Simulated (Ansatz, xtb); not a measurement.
**Two isomers of FH4SbSi**

We compare I, `F[SiH2][SbH2]`, a singlet, with II, `[F][SbH][SiH3]`, a singlet. Both are isolated molecules in the gas phase, relaxed with PBE0-D4/def2-SVP; the shapes shown needn't be the lowest conformers.

I (Å):

```yaml
atoms:
  - { symbol: F, position_ang: [-0.5998, 1.8454, -2.7281] }
  - { symbol: Sb, position_ang: [-0.8092, -1.5790, -3.1422] }
  - { symbol: Si, position_ang: [0.4626, 0.6091, -2.6652] }
  - { symbol: H, position_ang: [1.4907, 0.8308, -3.7250] }
  - { symbol: H, position_ang: [1.1127, 0.6409, -1.3231] }
  - { symbol: H, position_ang: [0.6666, -2.4260, -2.9020] }
  - { symbol: H, position_ang: [-1.2105, -1.7387, -1.4821] }
```

II (Å):

```xyz
7

F    -0.5597   -2.1072    1.1380
Sb   -1.4938   -0.8542   -0.0348
Si    0.4635    0.8446    0.0706
H    -0.8375   -1.4918   -1.4970
H     1.7646    0.1501   -0.1541
H     0.4677    1.5007    1.4121
H     0.2565    1.8899   -0.9804
```

Problem. Estimate E(II) − E(I) at the level CCSD(T)/def2-TZVP.

Solution. Calculated at CCSD(T)/def2-TZVP: E(II) − E(I) = +1.097 eV, so structure I lies lower.

The same difference at several levels:

```tsv
level	geometry	E(II) − E(I) (eV)	departure from the last row (eV)	job, with rough time for the two
GFN2-xTB	GFN2-xTB	+0.140	−0.957	optimisation, 0.086 s
HF/STO-3G	GFN2-xTB	+0.753	−0.344	single point, 0.28 s
r2SCAN-D4/def2-SVP	GFN2-xTB	+1.026	−0.071	single point, 0.92 s
PBE0-D4/def2-SVP	PBE0-D4/def2-SVP	+1.068	−0.030	optimisation, 9 s
HF/def2-TZVP	PBE0-D4/def2-SVP	+1.127	+0.029	part of the CCSD(T) run
MP2/def2-TZVP	PBE0-D4/def2-SVP	+1.158	+0.061	part of the CCSD(T) run
CCSD(T)/def2-TZVP	PBE0-D4/def2-SVP	+1.097		single point, 18 s
```

As drawn, II has 1 F–Sb, 1 Si–H in place of 1 F–Si, 1 Sb–H.

None of the levels shown reverses the order. The largest departure from CCSD(T)/def2-TZVP is that of GFN2-xTB, 0.957 eV.

With harmonic frequencies from PBE0-D4/def2-SVP (ideal gas, rigid rotor, one conformer each, 298.15 K, 1 atm): the zero-point term adds −0.006 eV; ΔH is +1.096 and ΔG +1.086 eV.

The correlated steps freeze 10 core orbitals; the filled d shell of Sb is correlated, in a basis made for valence electrons. Atoms past krypton carry core potentials in the def2 sets, other sets are all-electron and non-relativistic, and no spin–orbit term is included. Run with Ansatz 0.2.0, xtb 6.7.1; the last row on 2 threads of AMD EPYC 9R45 96-Core Processor (Zen 5) on a shared host.
